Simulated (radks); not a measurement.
Problem. These are the eigenvalues of the occupied orbitals of an atom or ion with whole-number occupations (eV). All-electron calculation, Dirac Kohn-Sham, BLYP, spin-unpolarised, spherical densities, finite nucleus; Fermi nuclear charge, rms radius of each element as measured or else 0.836 A^(1/3) + 0.57 fm. Program: a radial shooting solver on a logarithmic mesh with Libxc functionals.

1s1/2: -18066.11
2s1/2: -2707.180
2p1/2: -2499.712
2p3/2: -2413.598
3s1/2: -634.1962
3p1/2: -556.6526
3p3/2: -542.6400
3d3/2: -405.8728
3d5/2: -403.2607

Which element is it, and in what charge state? The configuration may be excited. Open shells, if any, fill j = l - 1/2 first.

Solution. Z = 40, zirconium, charge +12: Zr12+ in [Ar] 3d10. The list shows which subshells hold electrons but not how many an open one holds; the 1s level, -663.92 hartree, gives Z - s = 36.4 by -(Z - s)^2/2, which with screening and relativity narrows Z to a few neighbours, and the depths of the outer levels then fix element, charge and occupations together.
